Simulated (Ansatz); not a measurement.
`C[Si](O)(F)[SiH3]` → `[CH2]` (triplet) + `O[SiH](F)[SiH3]` at 600 K and 1 bar (formal loss of a carbene).

Computed with Ansatz on PBE0-D4/def2-TZVP structures; ΔE is electronic, products minus reactants. CBS: MP2 limit from def2 TZ/QZ plus the TZ coupled-cluster correction, frozen cores. This one scheme is used for every species. Triplets are unrestricted, without spin–orbit coupling. Each species was taken in one conformer, which may not be the lowest.

```csv
species,CCSD(T)/CBS energy (Eh),H − E (kJ/mol),S (J/(mol·K))
`C[Si](O)(F)[SiH3]`,-795.51911,283.0,491.4
`[CH2]` (triplet),-39.09499,66.5,220.8
`O[SiH](F)[SiH3]`,-756.23815,192.9,428.9
```

H − E and S are ideal-gas, rigid-rotor, harmonic terms from PBE0-D4/def2-TZVP, for one conformer and one mirror image of each species, with the whole ground term of open shells counted as degenerate. 1 Eh = 2625.50 kJ/mol, R = 8.31446 J/(mol·K).

Q: By hand: ΔE, ΔH, ΔS and ΔG.

A: ΔE = (-39.09499) + (-756.23815) − (-795.51911) = 0.18597 Eh = 488.3 kJ/mol. Δ(H − E) = 66.5 + 192.9 − 283.0 = -23.6, so ΔH = 464.7 kJ/mol. ΔS = 220.8 + 428.9 − 491.4 = 158.3 J/(mol·K). ΔG = 464.7 − 600 × (158.3)/1000 = 369.7 kJ/mol.

Q: By hand: the equilibrium constant, and the temperature at which ΔG would vanish if ΔH and ΔS stayed fixed.

A: log₁₀ K = −ΔG/(RT ln 10) = -32.2. ΔG = 0 at ΔH/ΔS = 2936 K, far beyond where these terms or the molecules hold.

The number of gas molecules changes by +1, which sets the sign of ΔS. A doubt of 5 kJ/mol in ΔE shifts log₁₀ K by 0.4 here. Other conformers and mirror images would add mixing entropy, several J/(mol·K) or more a flexible species. A triplet takes part, so the spin changes. These are equilibria of isolated gas molecules and say nothing of rates. Largest T1 diagnostic: 0.013 (customary marks: 0.02 for closed shells, 0.045 for open ones).
